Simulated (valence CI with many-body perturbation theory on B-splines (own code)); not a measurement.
## Dy LIV: what the settings do

Calculated by valence CI with perturbative core correlation (CI+MBPT): three valence electrons over a frozen Dirac-Fock core [Ne], a basis of 6 s, 6 p, 5 d, 3 f, 1 g functions for each j, with the one-electron correlation potential Σ1 (screened to all orders), the two-electron term Σ2, the three-electron term Σ3, Breit, model QED; selected single and double excitations, second order for the rest, scaled by the run's own slope (own B-spline code, finite nucleus).

The last digits are not significant, and no measured levels were compared; by estimate large intervals hold to a few tenths of a per cent, small ones and those within an open d or f shell to about a per cent.

The reference run has the lowest level (3s^2 3p1/2) J=1/2 and an ionisation energy of 5066.93 eV. Its largest variational space holds 2780 state functions.

Levels are named by their leading jj configuration (3d3/2^4 stands for four electrons in 3d with j = 3/2), which in mixed levels can hold well under half, so a name can repeat and another be missing. Letters in brackets count levels of one name in rising energy.

Reference levels: (3s 3p1/2^2) J=1/2 1123550, (3s^2 3p3/2) J=3/2 1705300, (3s 3p1/2 3p3/2) J=3/2 [a] 2625410, (3s 3p1/2 3p3/2) J=5/2 2749050, (3s 3p1/2 3p3/2) J=3/2 [b] 2903330, (3s 3p1/2 3p3/2) J=1/2 2973100, (3s^2 3d3/2) J=3/2 3329800, (3s^2 3d5/2) J=5/2 3657750, (3p1/2^2 3p3/2) J=3/2 4018450, (3s 3p1/2 3d3/2) J=3/2 [a] 4128520, (3s 3p1/2 3d3/2) J=5/2 4218720, (3s 3p1/2 3d3/2) J=1/2 4401090 cm⁻¹.

**Question.** Rank these changes by the mean size of the shift of these levels, smallest first.
A. three-electron term on → off
B. scale of Σ1 1 → 0.8
C. highest l in the core sums 6 → 2
D. cutoff of virtual states (hartree) 8712 → 10440

**Answer.** D (9.3 cm⁻¹), A (140 cm⁻¹), B (320 cm⁻¹), C (2400 cm⁻¹).
